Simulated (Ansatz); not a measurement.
Calculated with Ansatz (gas phase, PBE0-D4/def2-TZVP geometries, no zero-point term in ΔE). CBS: MP2 limit from def2 TZ/QZ plus the TZ coupled-cluster correction, frozen cores. Functionals use def2-TZVPP. For Se outer-core shells are correlated without core-valence functions, which leaves a few kJ/mol of doubt a bond. Scalar relativity is left out up to krypton. One conformer a species, not always the lowest.

Reaction (ligand exchange at the Se–C bond): `N=COC[SeH]` + `OPO` → `OP(O)[SeH]` + `COC=N`

CCSD(T)/CBS gives -21.7 kcal/mol.

Problem. Another level gave -24.9 kcal/mol. Which?
A. PBE0-D4/def2-TZVPP
B. MP2/def2-TZVPP
C. r2SCAN-D4/def2-TZVPP
D. SCS-MP2/def2-TZVPP

Solution. C. r2SCAN-D4 -24.9, PBE0-D4 -23.5, MP2/def2-TZVPP -20.7, SCS-MP2/def2-TZVPP -19.7 kcal/mol.

Largest T1 diagnostic among the species: 0.014.
